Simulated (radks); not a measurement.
The numbers below are computed, except where a source is named.
Excited configurations of Se IV: one electron is placed in a higher orbital outside [Ar] 3d10 4s2. The ground configuration is [Ar] 3d10 4s2 4p1. Code: a radial shooting solver on a logarithmic mesh with Libxc functionals. Model: Dirac Kohn-Sham, PBE, spin-unpolarised, spherical densities, point nucleus; open shells are shared between the two j in proportion to 2j + 1. Excitation = E - E(ground); binding = E(ion) - E, where the ion is the core of charge +4; n* = 4/sqrt(2 binding) in atomic units, and the quantum defect is n - n*. Eigenvalue and <r> are those of j = l + 1/2.

4f: excitation (eV) 27.941; binding (eV) 14.251; n* 3.908; quantum defect 0.092; eigenvalue (eV) -11.852; <r> (bohr) 4.151
5p: excitation (eV) 22.530; binding (eV) 19.662; n* 3.327; quantum defect 1.673; eigenvalue (eV) -17.280; <r> (bohr) 4.054
5d: excitation (eV) 28.173; binding (eV) 14.019; n* 3.941; quantum defect 1.059; eigenvalue (eV) -12.269; <r> (bohr) 5.243
6p: excitation (eV) 30.419; binding (eV) 11.773; n* 4.300; quantum defect 1.700; eigenvalue (eV) -10.429; <r> (bohr) 6.885
7f: excitation (eV) 37.316; binding (eV) 4.875; n* 6.682; quantum defect 0.318; eigenvalue (eV) -4.355; <r> (bohr) 15.62

The Delta-SCF ionisation energy is 42.192 eV (NIST Atomic Spectra Database: 42.947 eV, measured). Self-interaction in the functional shifts the binding energies and quantum defects, so they are the method's values and not measured ones. Spin polarisation and multiplet splitting are left out, so open shells lie too high by an amount that depends on their filling. Sharing an open shell by 2j + 1 raises it above the true ground level by a part of the spin-orbit splitting, which enters the differences from NIST.

Beside tabulated values, note that spin-unpolarised runs miss the spin-polarisation part of the exchange energy of open shells.
